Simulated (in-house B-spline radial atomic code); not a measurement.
## RPA and G0W0 on LDA VWN5: N VII (N6+)

Configuration 1s1, highest spin, mean-field start LDA VWN5. Computed with an all-electron radial atomic-structure program (B-spline basis): all electrons, scalar-relativistic (spin-free one-electron X2C), finite nucleus, each spin shell either full or empty, empty states to l = 9 with an (l + 1/2)⁻⁴ tail; G0W0 by contour deformation at full frequency.

With one electron the exact correlation energy is zero, so what RPA and GW give is self-correlation.

Command:
```bash
python run_gw.py task.json out
```
Settings (radii: box in bohr, nucleus in fm):
```
Z                        7
electrons                1
configuration            1s1
hamiltonian              x2c
method                   lda,vwn
lmax                     9
rms_radius               2.5582
spin_polarised           True
box_radius               9.29
intervals                69
ion_configuration        bare nucleus
```

Run time, properties included: 0.9 s on 1 thread of Arm Neoverse N1 (shared host).

Energies (hartree):

```
                                     term      value
                         mean-field total  -24.25084
Hartree-Fock functional on these orbitals  -24.51461
                      direct second order  -0.023481
                    second-order exchange   0.023481
                         SOSEX correction   0.023058
```

**Question.** What is the RPA correlation energy, and what remains with SOSEX?

**Answer.** RPA gives -0.023058 hartree (-0.627 eV per electron); RPA + SOSEX gives 0, and the second-order doubles 0 hartree (no singles). SOSEX takes back 100 % of the RPA value.

Quasi-particle levels (eV):

```tsv
level	occupied	mean field	Σx - vxc	Σc	QP weight	G0W0
1s up	yes	-617.79	-49.29	?	?	?
1s down	no	-549.93	0.00	-2.57	0.998	-552.50
```

G0W0 = mean field + (Σx - vxc) + Σc, with Σc (partial-wave tail included) taken at the quasi-particle energy.

**Question.** Where does G0W0 put 1s up?

**Answer.** At -666.73 eV, with Σc = 0.35 eV and a quasi-particle weight of 0.997. The tabulated removal energy is 667.046 eV (NIST, tabulated theory).

**Question.** What does it cost to remove one electron (to the bare nucleus) by differences of total energies, each species on its own start (correlation terms add to the Hartree-Fock functional)?

**Answer.** LDA VWN5 659.90 eV, Hartree-Fock functional 667.08 eV, + RPA 667.70 eV, + RPA + SOSEX 667.08 eV, + second order 667.08 eV. Tabulated: 667.046 eV (NIST, tabulated theory).
